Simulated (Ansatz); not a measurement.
`O=C[SiH2][Zn][OH]` and `[NH2][GaH][SiH2]C=O` differ in one atom or group.

Ansatz, PBE0-D4/def2-TZVP geometries, multiplicity 1. Each molecule was computed in one conformer, which needn't be the lowest.

Scalar relativity is left out up to krypton.

```json
{"property": "HOMO energy (B3LYP/def2-TZVPP) / eV", "`O=C[SiH2][Zn][OH]`": "-6.99"}
{"property": "HOMO–LUMO gap (B3LYP/def2-TZVPP) / eV", "`O=C[SiH2][Zn][OH]`": "5.02"}
{"property": "HOMO energy (PBE0/def2-TZVPP) / eV", "`O=C[SiH2][Zn][OH]`": "-7.19"}
{"property": "LUMO energy (ωB97M-V/def2-TZVPP) / eV", "`O=C[SiH2][Zn][OH]`": "0.52"}
{"property": "size of the dipole moment (ωB97M-V/def2-TZVPP) / D", "`O=C[SiH2][Zn][OH]`": "1.92"}
{"property": "HOMO–LUMO gap (PBE0/def2-TZVPP) / eV", "`O=C[SiH2][Zn][OH]`": "5.48"}
```

**Question.** Give the same properties after the change, and the shifts. (Best estimate.)

**Answer.** The calculation gave: 
```
                                          property  `[NH2][GaH][SiH2]C=O`  shift
               HOMO energy (B3LYP/def2-TZVPP) / eV                  -6.65   0.34
             HOMO–LUMO gap (B3LYP/def2-TZVPP) / eV                   4.54  -0.48
                HOMO energy (PBE0/def2-TZVPP) / eV                  -6.86   0.33
             LUMO energy (ωB97M-V/def2-TZVPP) / eV                   0.00  -0.52
size of the dipole moment (ωB97M-V/def2-TZVPP) / D                   3.32   1.40
              HOMO–LUMO gap (PBE0/def2-TZVPP) / eV                   4.97  -0.51
```

With PBE0 the HOMO rises by 0.33 eV and the LUMO falls by 0.17 eV, so the gap narrows by about 0.50 eV. PBE moves the HOMO by 0.32 eV and ωB97M-V by 0.37 eV. Dipoles are sizes alone; their direction can turn.

B3LYP here is the variant with VWN-RPA as its local correlation; programs differ in this.
